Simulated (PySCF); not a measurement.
Run times: scandium in aug-cc-pVDZ

Measured wall times of calculations with PySCF 2.14 in aug-cc-pVDZ (7s6p4d2f, 59 functions), with no relativity, point nucleus, run from one Python driver. Hardware: 1 thread of Neoverse-V1 on a shared host, 1.3 GiB allowed. The two-electron integrals over 59 functions were computed once and kept in memory (0.83 CPU seconds with the set-up); the times below exclude them. Kohn-Sham runs start from converged Hartree-Fock orbitals.

Launch command (the driver calls PySCF for each step listed in the task file):

```bash
OMP_NUM_THREADS=1 python atomrun2.py TASK.json OUT
```

| species | step | iterations | wall time (s) |
| --- | --- | --- | --- |
| Sc [Ar] 3d1 4s2 | UHF | 10 | 0.43 |
| Sc [Ar] 3d1 4s2 | r2SCAN | 11 | 4.2 |
| Sc [Ar] 3d1 4s2 | PBE0 | 11 | 1.9 |
| Sc [Ar] 3d1 4s2 | MP2 (3 electrons) |  | 0.06 |
| Sc⁺ [Ar] 3d1 4s1 | UHF | 8 | 0.37 |
| Sc⁺ [Ar] 3d1 4s1 | r2SCAN | 14 | 5.2 |
| Sc⁺ [Ar] 3d1 4s1 | PBE0 | 8 | 1.4 |
| Sc⁺ [Ar] 3d1 4s1 | MP2 (2 electrons) |  | 0.02 |

Peak memory of the process: 0.25 GiB. Times on a shared host vary from run to run.
